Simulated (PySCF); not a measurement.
**Where the electron goes**

p-bromotoluene, C₇H₇Br.
Z-matrix (Å and degrees, PBE0-D3(BJ)/def2-SVP geometry), rows numbered from 1:
```
C 
C   1  1.5008
C   2  1.3997  1  121.06
C   3  1.3926  2  121.52  1   178.52
C   4  1.3932  3  119.27  2     0.09
Br  5  1.8883  4  119.71  3   179.86
C   5  1.3931  4  120.57  3     0.08
C   7  1.3926  5  119.24  4    -0.08
H   1  1.0995  2  111.52  3    30.05
H   1  1.1030  2  110.91  3   -89.42
H   1  1.0995  2  111.54  3   151.09
H   3  1.0935  2  119.50  1    -1.61
H   4  1.0913  3  120.62  2   179.88
H   7  1.0913  5  120.12  4   179.69
H   8  1.0935  2  119.49  1     1.63
```

Computed, not measured: TDDFT PBE0/def2-SVPD, vertical, gas phase, core orbitals frozen in the response in PySCF. Relativistic effects, spin–orbit coupling among them, are left out although an element past zinc is present.

Frontier orbitals with the atoms that hold most of them (Löwdin shares over 4%, at most four atoms; ? is withheld):

| orbital | ε (eV) | atoms |
| --- | --- | --- |
| LUMO+2 | -0.01 | Br6 57%, C5 20% |
| LUMO+1 | -0.56 | C5 21%, C2 21%, C4 10%, C7 10% |
| LUMO | -0.62 | ? |
| HOMO | -6.86 | Br6 29%, C5 18%, C2 16%, C4 7% |
| HOMO-1 | -7.65 | ? |
| HOMO-2 | -8.26 | Br6 83%, C5 9% |
| HOMO-3 | -8.85 | Br6 50%, C5 11%, C2 10%, C3 7% |

Q: Which atoms hold the HOMO-1, and with what shares?

A: C7 (bonded to 2 C and H) 20%; C4 (bonded to 2 C and H) 20%; C3 (bonded to 2 C and H) 20%; C8 (bonded to 2 C and H) 20%.

Q: Which atoms hold the LUMO, and with what shares?

A: C3 (bonded to 2 C and H) 18%; C8 (bonded to 2 C and H) 18%; C7 (bonded to 2 C and H) 18%; C4 (bonded to 2 C and H) 18%.

Q: The HOMO–LUMO gap is 6.24 eV. Where does the response calculation put the lowest singlet, and from which orbitals?

A: S1 is at 5.08 eV (f = 0.0062), 1.16 eV below the gap, made of HOMO→LUMO (77%), HOMO-1→LUMO+1 (23%). Without the coupling terms of the response equations the lowest excitation would equal the gap.

Q: Give energy, strength and leading configuration of S1, S3, S5 and S7, and follow the Löwdin shares of the leading atoms from the occupied to the empty orbital.

A: 
- S1 (5.08 eV, f 0.0062), HOMO→LUMO (77%): Br6 29% → at most 18%, C5 18% → at most 18%, C3 at most 8% → 18%, C8 at most 8% → 18%
- S3 (5.64 eV, f 0.212), HOMO→LUMO+1 (85%): Br6 29% → at most 11%, C5 18% → 21%, C2 16% → 21%
- S5 (6.49 eV, f 0.0006), HOMO-2→LUMO+1 (98%): Br6 83% → at most 11%, C5 9% → 21%, C2 at most 4% → 21%
- S7 (6.55 eV, f 0.0020), HOMO-2→LUMO (99%): Br6 83% → at most 18%, C5 9% → at most 18%, C3 at most 4% → 18%, C8 at most 4% → 18%

Löwdin shares depend on the basis, the more so with diffuse functions.
